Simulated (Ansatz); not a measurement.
Ideal-gas functions of `OC#C[O][GaH2]` at 400 K and 1 bar, from an Ansatz frequency run at PBE0-D4/def2-TZVP.

Molar mass 128.77 g/mol, point group C1 (symmetry number 1), electronic degeneracy 1, moments of inertia 24.414, 463.652, 486.737 u Å². Harmonic wavenumbers (cm⁻¹, unscaled): 85, 94, 150, 257, 299, 371, 430, 480, 592, 615, 704, 893, 1247, 1394, 2025, 2051, 2466, 3814.

Use S(trans) = R[1.5 ln M + 2.5 ln T − 1.1517]; rotational temperatures θ = 24.2544 K / I; S(rot) = R[ln(√π/σ · √(T³/θAθBθC)) + 1.5]; for each mode x = 1.438777 ν̃/T, S = R[x/(eˣ − 1) − ln(1 − e⁻ˣ)] and H = RT x/(eˣ − 1); 1 cm⁻¹ = 0.0119627 kJ/mol; R = 8.31446 J/(mol·K).

**Question.** By hand: the entropy, in J/(mol·K).

**Answer.** Translation 175.6. Rotation: θ = 0.9935, 0.0523, 0.0498 K, giving 116.7. Vibration, mode by mode: 18.20, 17.37, 13.54, 9.26, 8.10, 6.51, 5.47, 4.74, 3.44, 3.22, 2.51, 1.46, 0.52, 0.33, 0.05, 0.04, 0.01, 0.00, in all 94.8. Electronic 0.0. Sum 387.1 J/(mol·K).

**Question.** By hand: H − E and G − E in kJ/mol, counted from the electronic energy.

**Answer.** Zero-point energy ½ × 17967 × 0.0119627 = 107.5; thermal vibration 19.6; translation, rotation and pV give 4 RT = 13.3. H − E = 140.4 kJ/mol, and G − E = 140.4 − 400 × 387.1/1000 = -14.4 kJ/mol.

Vibration gives 24 % of the entropy, 35.6 J/(mol·K) of it from the modes under 150 cm⁻¹: soft modes count most, and the harmonic formula is weakest for them. The sum counts one conformer and one mirror image; others add a mixing term.
